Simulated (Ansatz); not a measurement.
Sn3S3. The state is a singlet with charge 0. Geometry r2SCAN-D4/def2-SVP; atoms count from 1.

```csv
atom,x (Å),y (Å),z (Å)
Sn1,-0.6562,-1.7932,1.5921
Sn2,-1.7822,1.5324,-0.7344
Sn3,2.2500,0.1269,-0.8226
S4,-2.0504,-0.8666,-0.2178
S5,0.6081,1.9387,-1.1331
S6,1.6307,-0.9382,1.3158
```

In the def2 sets Sn takes a core potential; there is no spin–orbit coupling. Another isomer (singlet) lies 0.72 eV lower at PBE0-D4/def2-TZVP; other spin states weren't run for this one.

Estimate the Mulliken populations from the PBE0/def2-TZVP orbitals of Ansatz.


```tsv
atom	charge (e)
Sn1	0.54
Sn2	0.55
Sn3	0.58
S4	-0.57
S5	-0.55
S6	-0.55
```
Mulliken values depend strongly on the basis.

And the Mayer bond orders between heavy atoms (over 0.3)?

Sn1–S4 1.03 (2.47 Å); Sn1–S6 1.07 (2.46 Å); Sn2–S4 1.02 (2.47 Å); Sn2–S5 1.07 (2.46 Å); Sn3–S5 1.02 (2.46 Å); Sn3–S6 1.01 (2.47 Å).
